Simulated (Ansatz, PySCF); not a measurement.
Noncovalent pair: H2S (SMILES S) (first 3 atoms) with GeH4 (SMILES [GeH4]); geometry from B3LYP-D3(BJ)/def2-TZVP, rigid monomers moved along the line of their centres of mass till S1···Ge4 is 3.48 Å.
(charge 0, multiplicity 1):
```xyz
8

S      0.26693     1.87327     0.68986
H     -1.06393     1.85931     0.86540
H      0.24615     0.72600    -0.00716
Ge    -0.13176    -0.45985     3.23976
H     -0.90399     0.81644     3.60042
H      1.37082    -0.16309     3.16633
H     -0.62339    -0.99116     1.88456
H     -0.39133    -1.52918     4.31573
```

Interaction energies are E(AB) − E(A) − E(B) at the monomers' geometry in the complex; basis-set methods are counterpoise corrected. Rows marked so take none.

Rows in 3-21G, STO-3G carry no dispersion term and start afresh at each structure; the Pople sets are all-electron and without relativity.

Programs: Ansatz (an electronic-structure program) with Gaussian orbitals; PySCF for 3-21G rows, STO-3G rows. Each number belongs to the level named beside it.

One of these levels gives 2.11 kcal/mol for the interaction energy. Name it.
A) HF/STO-3G (no counterpoise)
B) B3LYP/3-21G (no counterpoise)
C) B3LYP/def2-TZVPPD
D) HF/3-21G (no counterpoise)

C, B3LYP/def2-TZVPPD. The others give 1.53 (HF/STO-3G (no counterpoise)), 0.67 (HF/3-21G (no counterpoise)), -0.45 (B3LYP/3-21G (no counterpoise))
